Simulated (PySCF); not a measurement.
F2Zn, charge -1, doublet, at a GFN2-xTB geometry (such geometries of metal compounds can be far from the true shape) (a state made from the parent by changing its charge; the spin is typed, not shown lowest), with bond 3-1 at 2.2 times its length.

Here is a job for PySCF.
```python
from pyscf import gto, scf

mol = gto.M(
    atom='''
Zn    0.155331    0.307633    0.313275
F    -0.496055    0.686220   -1.581878
F    -0.234170   -4.134818    0.806852
''',
    basis='def2-svp',
    charge=-1,
    spin=1,
    verbose=4,
)

mf = scf.UHF(mol)
mf.kernel()
mo_i, mo_e, stable_i, stable_e = mf.stability(internal=True, external=True, return_status=True, nroots=6, tol=1e-6)
print('internally stable:', stable_i, ' externally stable:', stable_e)
if not stable_i:
    umf = mf.copy()
    umf.scf_summary = {}
    umf.kernel(umf.make_rdm1(mo_i, mf.mo_occ))
```

### Question
Give the number of basis functions at the level PySCF with HF/def2-SVP.

### Answer
59

### Question
Predict the Mulliken (on the basis functions themselves) charges in atom order from HF/def2-SVP.

### Answer
Zn1 0.70, F2 -0.71, F3 -0.99

### Question
What <S^2> does HF/def2-SVP give?

### Answer
0.754

### Question
Estimate the HOMO energy that HF/def2-SVP returns for this input.

### Answer
-2.92 eV

### Question
Predict the total energy from HF/def2-SVP.

### Answer
-1976.1936 Eh

### Question
What is the computed nuclear repulsion energy (HF/def2-SVP)?

### Answer
109.8598 Eh

These values belong to the state on which the SCF converged, which isn't shown to be the lowest.
